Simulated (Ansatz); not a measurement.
Ansatz (an electronic-structure program) input (PBE-QIDH/def2-TZVPD):

Ansatz 0.2 input:
```yaml
crystal:
  periodic: [false, false, false]
  atoms:
    - {symbol: B, position_ang: [1.41155008, 0.04231888, -0.16385306]}
    - {symbol: O, position_ang: [0.06571223, 0.41031435, 0.11165855]}
    - {symbol: C, position_ang: [-1.16694541, -0.45831144, 0.01179638]}
    - {symbol: H, position_ang: [1.55692687, -1.07242527, -0.50764320]}
    - {symbol: H, position_ang: [2.19013816, 0.91056289, -0.00741720]}
    - {symbol: H, position_ang: [-0.80143997, -1.42434030, -0.31603117]}
    - {symbol: H, position_ang: [-1.59823926, -0.49286798, 1.00667723]}
    - {symbol: H, position_ang: [-1.81394576, 0.01188677, -0.72121156]}
    - {symbol: H, position_ang: [-0.11521579, 1.32294340, 0.40084452]}
basis:
  gaussian:
    orbitals: def2-TZVPD
hamiltonian:
  xc: {name: PBE-QIDH}
total_charge: 1
magnetization: {spin_polarized: false}
correlation: {electrons: outside_noble_gas}
```

End of the output:

```
integrals: 0.20 GiB planned
1176 factors; integrals over basis functions are off by at most 1.1e-3 eV
mean field: 0.76 GiB planned
mean field evaluation 1: about -3836.4211 eV, gradient 5.4e1 eV
mean field evaluation 2: about -3836.4223 eV, gradient 5.4e1 eV
mean field evaluation 4: about -3841.4790 eV, gradient 4.8e0 eV
mean field evaluation 8: about -3841.5221 eV, gradient 4.4e-2 eV
mean field evaluation 16: about -3841.5221 eV, gradient 1.5e-6 eV
mean field -3841.52208206 eV, -141.1733326386 hartree, gradient 1.5e-6 eV, S^2 0.000000; 0 other end points of the search recorded, 0 dependent functions left out
3 core orbitals not correlated
reference -3841.52209448 eV, -141.1733330951 hartree; 9, 9 occupied and 156, 156 virtual orbitals, 1176 factors
second order -15.07218788 eV of doubles, -0.00000000 eV of singles
Total energy: -3846.54615711 eV, -141.3579639912 hartree
```

It need not be the lowest isomer of its formula.
